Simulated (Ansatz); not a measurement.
Consider the isomerisation: `C[BH][GeH2][F]` → `C[B](F)[GeH3]`.

Gas-phase electronic energies from Ansatz, PBE0-D4/def2-TZVP geometries. CCSD(T)/CBS adds triple-zeta CCSD(T) − MP2 to the extrapolated MP2 energy (def2 sets, frozen cores). Functionals use def2-TZVPP. B3LYP here is the variant with VWN-RPA as its local correlation; programs differ in this. For Ge outer-core shells are correlated without core-valence functions, which leaves a few kJ/mol of doubt a bond. Scalar relativity is left out up to krypton. One conformer a species, not always the lowest.

`C[BH][GeH2][F]`:

Z-matrix (Å, degrees):
```
C
B 1 1.548
H 1 1.091 2 117.0
H 1 1.104 2 103.7 3 117.2
H 1 1.093 2 113.4 3 -129.6
Ge 2 2.063 1 121.8 3 -17.0
H 2 1.197 1 119.9 3 165.8
F 6 1.753 2 110.1 1 -173.2
H 6 1.543 2 114.5 1 -55.6
H 6 1.544 2 113.5 1 69.6
```

`C[B](F)[GeH3]`:

Z-matrix (Å, degrees):
```
C
B 1 1.555
H 1 1.096 2 110.1
H 1 1.092 2 113.6 3 122.8
H 1 1.096 2 109.6 3 -115.0
F 2 1.329 1 119.3 3 -124.2
Ge 2 2.089 1 124.4 3 56.0
H 7 1.540 2 111.0 1 -120.5
H 7 1.540 2 111.0 1 120.5
H 7 1.540 2 112.1 1 -0.0
```

Task: Is it downhill or uphill in electronic energy at CCSD(T)/CBS, and by how much? (Estimate.)

Result: The calculation gave: Downhill: ΔE = -92.4 kJ/mol.

Task: What do these levels give: r2SCAN-D4, ωB97M-V, PBE0, B3LYP, SCS-MP2/def2-TZVPP, HF/CBS(def2)? (Estimate.)

Result: Computed: r2SCAN-D4 -95.1, ωB97M-V -94.1, PBE0 -95.5, B3LYP -91.3, SCS-MP2/def2-TZVPP -87.0, HF/CBS(def2) -80.2 kJ/mol.

Largest T1 diagnostic among the species: 0.013.

In def2-TZVPP, CCSD(T) changes the Hartree–Fock value by −11.7 kJ/mol (the triples alone add −1.6 kJ/mol) and MP2 by −9.7 kJ/mol.
